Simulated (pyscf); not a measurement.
# H₃Si–O–Cu, singlet

Gas-phase minimum from PySCF at ωB97X-D3(BJ)/def2-SVP, one conformer. 

```xyz
6

Si     0.5011    -0.6449    -0.1662
O      1.5370    -0.4616     1.0809
Cu     1.7472     1.0408     2.0273
H     -0.9349    -0.3976     0.2134
H      0.5687    -2.0371    -0.7143
H      0.7833     0.2875    -1.3142
```
Charge 0, spin multiplicity 1.

Bonded distances (Å): Si1–O2 1.632, Si1–H4 1.506, Si1–H5 1.498, Si1–H6 1.506, O2–Cu3 1.788. Bond angles (°): O2–Si1–H4 113.2, O2–Si1–H5 110.8, O2–Si1–H6 113.2, H4–Si1–H5 106.7, H4–Si1–H6 105.6, H5–Si1–H6 106.8, Si1–O2–Cu3 125.0.

Properties at ωB97X-D3(BJ)/def2-SVP:

```yaml
harmonic_wavenumbers_unscaled: 70, 109, 516, 739, 761, 964, 975, 1002, 1041, 2161, 2179, 2223 cm⁻¹
zero_point_energy: 18.2 kcal/mol
rotational_symmetry_number: 1
Entropy of this conformer at 298 K and 1 atm, rigid rotor and harmonic oscillator, modes under 100 cm⁻¹ raised to 100: 306.0 J/(mol K)
dipole_moment: 5.80 D
```

Single-point totals, which compare only within one level (frozen core for MP2 and CC):

| level | total energy (hartree) |
|---|---|
| ωB97X-D3(BJ)/def2-TZVP | -2007.11243 |
| PBE/def2-TZVP | -2006.62950 |
| r²SCAN/def2-TZVP | -2007.02850 |
| B3LYP-D3(BJ)/def2-TZVP | -2007.19191 |
| PBE0-D3(BJ)/def2-TZVP | -2006.65845 |
| M06-2X/def2-TZVP | -2007.00744 |
| ωB97M-D3(BJ)/def2-TZVP | -2007.19944 |
| HF/def2-TZVPP | -2004.55425 |
| MP2/def2-TZVPP | -2005.71887 |
| CCSD/def2-TZVPP | -2005.63575 |
| CCSD(T)/def2-TZVPP | -2005.67054 |

Soft torsions are taken as harmonic, which can shift the entropy by several J/(mol K). The frozen core leaves the outer d or s,p core shells of the metals and heavy elements correlated in the MP2 and CC values, and def2-TZVPP describes them poorly, so these totals are far from the basis limit.
